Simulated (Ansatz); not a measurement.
`BC[SiH](O)F` + H₂ → `BC[SiH2]F` + H₂O at 500 K and 1 bar (hydrogenolysis of the Si–O bond).

Computed with Ansatz on PBE0-D4/def2-TZVP structures; ΔE is electronic, products minus reactants. CCSD(T)/CBS adds triple-zeta CCSD(T) − MP2 to the extrapolated MP2 energy (def2 sets, frozen cores). This one scheme is used for every species. Each species was taken in one conformer, which may not be the lowest.

```
      species  CCSD(T)/CBS energy (Eh)  H − E (kJ/mol)  S (J/(mol·K))
`BC[SiH](O)F`               -530.62157           243.8          419.7
           H₂                 -1.17544            41.0          145.5
  `BC[SiH2]F`               -455.38132           219.7          382.2
          H₂O                -76.37941            73.2          206.3
```

H − E and S are ideal-gas, rigid-rotor, harmonic terms from PBE0-D4/def2-TZVP, for one conformer and one mirror image of each species. The MP2-based limit puts H₂ 0.8 mEh under its directly extrapolated value; such offsets cancel only in part. 1 Eh = 2625.50 kJ/mol, R = 8.31446 J/(mol·K).

**Question.** By hand: ΔE, ΔH, ΔS and ΔG.

**Answer.** ΔE = (-455.38132) + (-76.37941) − (-530.62157) − (-1.17544) = 0.03628 Eh = 95.3 kJ/mol. Δ(H − E) = 219.7 + 73.2 − 243.8 − 41.0 = 8.1, so ΔH = 103.4 kJ/mol. ΔS = 382.2 + 206.3 − 419.7 − 145.5 = 23.3 J/(mol·K). ΔG = 103.4 − 500 × (23.3)/1000 = 91.8 kJ/mol.

**Question.** By hand: the equilibrium constant, and the temperature at which ΔG would vanish if ΔH and ΔS stayed fixed.

**Answer.** log₁₀ K = −ΔG/(RT ln 10) = -9.6. ΔG = 0 at ΔH/ΔS = 4438 K, far beyond where these terms or the molecules hold.

ΔH outweighs TΔS. A doubt of 5 kJ/mol in ΔE shifts log₁₀ K by 0.5 here. Other conformers and mirror images would add mixing entropy, several J/(mol·K) or more a flexible species. Modes under 60 cm⁻¹, often nearly free rotors, make the harmonic entropy too high. These are equilibria of isolated gas molecules and say nothing of rates. Largest T1 diagnostic: 0.012 (customary marks: 0.02 for closed shells, 0.045 for open ones).
